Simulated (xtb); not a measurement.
C$_{3}$H$_{3}$ (SMILES [CH]=C=C), doublet, from a rough starting geometry; GFN2-xTB (xtb 6.7.1).

Input for xtb:
```
$ xtb mol.xyz --gfn 2 --uhf 1 --opt vtight --json

# file mol.xyz
6

C     -0.70171226    -0.46223483     0.61529109
C      0.18514965     0.09953730    -0.15928306
C      0.95795281     0.61497291    -0.85422581
H     -0.70756905    -0.25157763     1.70219882
H     -1.49261264    -1.16228623     0.26667206
H      1.72505230     1.07475019    -1.52277431
```

Output, abridged:

```
   ID    Z sym.   atoms
    1    6 C      1-3
    2    1 H      4-6

           -------------------------------------------------
          |                Calculation Setup                |
           -------------------------------------------------

           -------------------------------------------------
          |                 G F N 2 - x T B                 |
           -------------------------------------------------

          ...................................................
          :                      SETUP                      :
          :.................................................:
          :  # basis functions                  15          :
          :  # atomic orbitals                  15          :
          :  # shells                            9          :
          :  # electrons                        15          :
          :  max. iterations                   250          :
          :  Hamiltonian                  GFN2-xTB          :
          :  restarted?                      false          :
          :  GBSA solvation                  false          :
          :  PC potential                    false          :
          :  electronic temp.          300.0000000     K    :
          :  accuracy                    1.0000000          :
          :  -> integral cutoff          0.2500000E+02      :
          :  -> integral neglect         0.1000000E-07      :
          :  -> SCF convergence          0.1000000E-05 Eh   :
          :  -> wf. convergence          0.1000000E-03 e    :
          :  Broyden damping             0.4000000          :
          :  net charge                          0          :
          :  unpaired electrons                  1          :
          ...................................................

 iter      E             dE          RMSdq      gap      omega  full diag
   1     -8.0239380 -0.802394E+01  0.639E+00    5.22       0.0  T
   2     -8.0298248 -0.588685E-02  0.379E+00    5.02       1.0  T
   3     -8.0194715  0.103533E-01  0.143E+00    5.03       1.0  T
   4     -8.0301937 -0.107222E-01  0.435E-01    5.08       1.0  T
   5     -8.0312726 -0.107892E-02  0.139E-01    4.97       1.0  T
   6     -8.0313795 -0.106889E-03  0.389E-02    5.01       1.0  T
   7     -8.0313796 -0.104035E-06  0.494E-03    5.01       8.3  T
   8     -8.0313797 -0.124128E-06  0.491E-04    5.01      83.1  T
   9     -8.0313797 -0.172040E-09  0.144E-04    5.01     283.1  T

   *** convergence criteria satisfied after 9 iterations ***

         :::::::::::::::::::::::::::::::::::::::::::::::::::::
         ::                     SUMMARY                     ::
         :::::::::::::::::::::::::::::::::::::::::::::::::::::
         :: total energy              -7.788647094077 Eh    ::
         :: gradient norm              0.222301549689 Eh/a0 ::
         :: HOMO-LUMO gap              5.008875086938 eV    ::
         ::.................................................::
         :: SCC energy                -8.031379856197 Eh    ::
         :: -> isotropic ES            0.001386928524 Eh    ::
         :: -> anisotropic ES         -0.000198113085 Eh    ::
         :: -> anisotropic XC          0.013204100362 Eh    ::
         :: -> dispersion             -0.001934799933 Eh    ::
         :: repulsion energy           0.242732762120 Eh    ::
         :: add. restraining           0.000000000000 Eh    ::
         :: total charge              -0.000000000000 e     ::
         :::::::::::::::::::::::::::::::::::::::::::::::::::::

      -----------------------------------------------------------
     |                   =====================                   |
     |                        A N C O P T                        |
     |                   =====================                   |
     |               Approximate Normal Coordinate               |
     |                Rational Function Optimizer                |
      -----------------------------------------------------------
      -----------------------------------------------------------
     |                   =====================                   |
     |                        A N C O P T                        |
     |                   =====================                   |
     |               Approximate Normal Coordinate               |
     |                Rational Function Optimizer                |
      -----------------------------------------------------------

          ...................................................
          :                      SETUP                      :
          :.................................................:
          :   optimization level         verytight          :
          :   max. optcycles                   200          :
          :   ANC micro-cycles                  20          :
          :   degrees of freedom                12          :
          :.................................................:
          :   RF solver                   davidson          :
          :   write xtbopt.log                true          :
          :   linear?                        false          :
          :   energy convergence         0.1000000E-06 Eh   :
          :   grad. convergence          0.2000000E-03 Eh/α :
          :   maxmium RF displ.          1.0000000          :
          :   Hlow (freq-cutoff)         0.1000000E-01      :
          :   Hmax (freq-cutoff)         5.0000000          :
          :   S6 in model hess.         20.0000000          :
          ...................................................

generating ANC from exact Hessian ...
Using Lindh-Hessian (1995)
 Shifting diagonal of input Hessian by    9.4800969734618133E-003
 Lowest  eigenvalues of input Hessian
    0.000000    0.000000    0.000000    0.000000    0.000000    0.000000
    0.010000    0.010038    0.014549    0.131893    0.173260    0.232631
    0.293961    0.603093    0.944317    1.149814    1.391362    2.894212
[...]
 * total energy  :    -7.8024797 Eh     change       -0.1383257E-01 Eh
 * total energy  :    -7.8029465 Eh     change       -0.4668364E-03 Eh
 * total energy  :    -7.8029373 Eh     change        0.9213096E-05 Eh
 * total energy  :    -7.8030281 Eh     change       -0.9085581E-04 Eh
 * total energy  :    -7.8030380 Eh     change       -0.9810242E-05 Eh
 * total energy  :    -7.8030399 Eh     change       -0.1908029E-05 Eh
 * total energy  :    -7.8030451 Eh     change       -0.5216272E-05 Eh
 * total energy  :    -7.8030468 Eh     change       -0.1729581E-05 Eh
 * total energy  :    -7.8030491 Eh     change       -0.2272632E-05 Eh
 * total energy  :    -7.8030530 Eh     change       -0.3954159E-05 Eh
 * total energy  :    -7.8030536 Eh     change       -0.5532023E-06 Eh
 * total energy  :    -7.8030538 Eh     change       -0.2226749E-06 Eh
 * total energy  :    -7.8030539 Eh     change       -0.4228142E-07 Eh
   *** GEOMETRY OPTIMIZATION CONVERGED AFTER 14 ITERATIONS ***
[...]
          :  GBSA solvation                  false          :
          :  PC potential                    false          :
          :  electronic temp.          300.0000000     K    :
          :  accuracy                    1.0000000          :
          :  -> integral cutoff          0.2500000E+02      :
          :  -> integral neglect         0.1000000E-07      :
          :  -> SCF convergence          0.1000000E-05 Eh   :
          :  -> wf. convergence          0.1000000E-03 e    :
          :  Broyden damping             0.4000000          :
          :  net charge                          0          :
          :  unpaired electrons                  1          :
          ...................................................

 iter      E             dE          RMSdq      gap      omega  full diag
   1     -8.0054638 -0.800546E+01  0.182E-05    4.47       0.0  T
   2     -8.0054638 -0.138556E-12  0.117E-05    4.47    3488.6  T
   3     -8.0054638  0.156319E-12  0.836E-06    4.47    4884.6  T

   *** convergence criteria satisfied after 3 iterations ***

         :::::::::::::::::::::::::::::::::::::::::::::::::::::
         ::                     SUMMARY                     ::
         :::::::::::::::::::::::::::::::::::::::::::::::::::::
         :: total energy              -7.803053855192 Eh    ::
         :: gradient norm              0.000053626053 Eh/a0 ::
         :: HOMO-LUMO gap              4.474993092119 eV    ::
         ::.................................................::
         :: SCC energy                -8.005463923631 Eh    ::
         :: -> isotropic ES            0.001671244503 Eh    ::
         :: -> anisotropic ES         -0.000412613299 Eh    ::
         :: -> anisotropic XC          0.013335073591 Eh    ::
         :: -> dispersion             -0.001914016503 Eh    ::
         :: repulsion energy           0.202410068439 Eh    ::
         :: add. restraining           0.000000000000 Eh    ::
         :: total charge              -0.000000000000 e     ::
         :::::::::::::::::::::::::::::::::::::::::::::::::::::

           -------------------------------------------------
          |                Property Printout                |
           -------------------------------------------------

    * Orbital Energies and Occupations

         #    Occupation            Energy/Eh            Energy/eV
      -------------------------------------------------------------
         1        2.0000           -0.6150726             -16.7370
         2        2.0000           -0.5862966             -15.9539
         3        2.0000           -0.5211226             -14.1805
         4        2.0000           -0.4915267             -13.3751
         5        2.0000           -0.4760310             -12.9535
         6        2.0000           -0.4443181             -12.0905
         7        2.0000           -0.4046353             -11.0107
         8        1.0000           -0.3258667              -8.8673 (HOMO)
         9                         -0.1614137              -4.3923 (LUMO)
        10                         -0.1109350              -3.0187
        11                          0.0844860               2.2990
        12                          0.1922556               5.2315
        13                          0.3279383               8.9237
        14                          0.4667176              12.7000
        15                          1.3949693              37.9590
      -------------------------------------------------------------
                  HL-Gap            0.1644530 Eh            4.4750 eV
             Fermi-level           -0.3044456 Eh           -8.2844 eV

     #   Z          covCN         q      C6AA      α(0)
     1   6 C        2.834    -0.084    30.092     8.989
     2   6 C        1.961    -0.000    31.078     9.003
     3   6 C        1.910    -0.100    33.878     9.400
     4   1 H        0.926     0.054     2.272     2.357
     5   1 H        0.926     0.054     2.271     2.357
     6   1 H        0.928     0.077     2.014     2.219

 Mol. C6AA /au·bohr⁶  :        454.147634
 Mol. C8AA /au·bohr⁸  :      11274.946067
 Mol. α(0) /au        :         34.324820

Wiberg/Mayer (AO) data.
largest (>0.10) Wiberg bond orders for each atom

 ---------------------------------------------------------------------------
     #   Z sym  total        # sym  WBO       # sym  WBO       # sym  WBO
 ---------------------------------------------------------------------------
     1   6 C    3.614 --     2 C    1.433     4 H    0.960     5 H    0.960
                             3 C    0.249
     2   6 C    3.982 --     3 C    2.535     1 C    1.433
     3   6 C    3.822 --     2 C    2.535     6 H    0.973     1 C    0.249
     4   1 H    0.997 --     1 C    0.960
     5   1 H    0.997 --     1 C    0.960
     6   1 H    0.994 --     3 C    0.973
 ---------------------------------------------------------------------------

Topologies differ in total number of bonds
Writing topology from bond orders to xtbtopo.mol

molecular dipole:
                 x           y           z       tot (Debye)
 q only:       -0.051      -0.032       0.045
   full:       -0.040      -0.025       0.036       0.152
molecular quadrupole (traceless):
                xx          xy          yy          xz          yz          zz
 q only:        0.214       0.806      -0.422      -0.843      -0.451       0.207
  q+dip:        0.787       3.025      -1.589      -3.121      -1.644       0.802
   full:        0.440       1.662      -0.872      -1.731      -0.920       0.432

optimized geometry written to: xtbopt.xyz

           -------------------------------------------------
          | TOTAL ENERGY               -7.803053855192 Eh   |
          | GRADIENT NORM               0.000053626053 Eh/α |
          | HOMO-LUMO GAP               4.474993092119 eV   |
           -------------------------------------------------

normal termination of xtb
```
